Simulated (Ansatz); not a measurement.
Cost and result for the atomization energy of C2H6O2Sn, SMILES `C[O][Sn][O]C` (11 atoms, 10 bonds).

```xyz
11

C     0.001    0.477    1.683
O    -0.030   -0.922    1.658
Sn    0.233   -2.302    0.270
O     0.250   -1.253   -1.403
C    -0.056    0.069   -1.747
H     0.665    0.903    0.923
H     0.356    0.813    2.664
H    -1.000    0.898    1.529
H     0.839    0.703   -1.721
H    -0.451    0.095   -2.769
H    -0.806    0.520   -1.087
```

Charge 0, multiplicity 1. Correlated methods include outer-core shells of Sn, which these sets cover unevenly. Sn: def2 effective core potential. The geometry is a stationary point of PBE0-D4/def2-TZVP. It is one conformer, not always the lowest. Program: Ansatz. All runs use 4 threads of an Arm Neoverse V2 on a shared host. Times are those of one run each, without the atoms' runs, and a repeat can differ threefold. Electronic energies, without spin–orbit coupling; frozen cores. CCSD(T)/CBS adds CCSD(T) − MP2 in def2-TZVPP to the MP2 limit, and its time is that of the two runs behind it. T1 = 0.017. With those shells the extrapolation isn't a true limit. HSE06 is the plane-wave form, built on full-range PBE exchange.

CCSD(T)/CBS is a level of theory with its own doubt, some kJ/mol a heavy atom from the limit and from the frozen cores, so smaller differences don't rank the functionals.

```
                             level  functions  wall time  atomization (kcal/mol)  difference from CCSD(T)/CBS  per bond
            LDA (SPW92)/def2-TZVPP        258      1.2 s                  1120.1                        149.3      14.9
                BLYP-D4/def2-TZVPP        258        2 s                   973.9                          3.1       0.3
   PBE-D4/def2-TZVPP (with forces)        258      2.5 s                   990.2                         19.4       1.9
                PBE0-D4/def2-TZVPP        258      2.8 s                   962.4                         -8.4      -0.8
           CAM-B3LYP-D4/def2-TZVPP        258      3.1 s                   971.3                          0.5       0.1
               HSE06-D4/def2-TZVPP        258      3.1 s                   962.9                         -7.9      -0.8
             r2SCANh-D4/def2-TZVPP        258      4.5 s                   957.9                        -12.9      -1.3
r2SCAN-D4/def2-TZVPP (with forces)        258      4.6 s                   967.4                         -3.4      -0.3
                ωB97X-V/def2-TZVPP        258      7.5 s                   968.2                         -2.6      -0.3
                  CCSD(T)/def2-SVP        112        9 s                   905.8                        -65.0      -6.5
                    MP2/def2-QZVPP        490       20 s                   976.4                          5.6       0.6
                CCSD(T)/def2-TZVPP        258    4.3 min                   940.4                        -30.4      -3.0
                 CCSD(T)/CBS(def2)          –    4.6 min                   970.8                          0.0       0.0
```

In def2-TZVPP, CCSD(T) changes the Hartree–Fock value by +269.9 kcal/mol (the triples alone add +17.1 kcal/mol) and MP2 by +287.6 kcal/mol; breaking electron pairs costs correlation energy, which Hartree–Fock lacks. From BLYP to BHLYP (50 % exact exchange), in def2-TZVPP and without D4, the atomization energy moves by −40.2 kcal/mol: exact exchange takes away binding that semilocal exchange gives to molecules. Leaving LDA and LC-ωPBE aside and taking each functional with its dispersion term where it has one, the values, not all of them listed here, spread over 61.4 kcal/mol, from BHLYP-D4 to PBE-D4. LDA lies +135.5 kcal/mol from PBE without D4, its usual overbinding.

Spin–orbit coupling would lower the free Sn atoms strongly, and the atomization energy with them, by more than many differences here. For some Ge, Se and Sn compounds the MP2-based and the directly extrapolated limit differ by 10 to 25 kJ/mol.
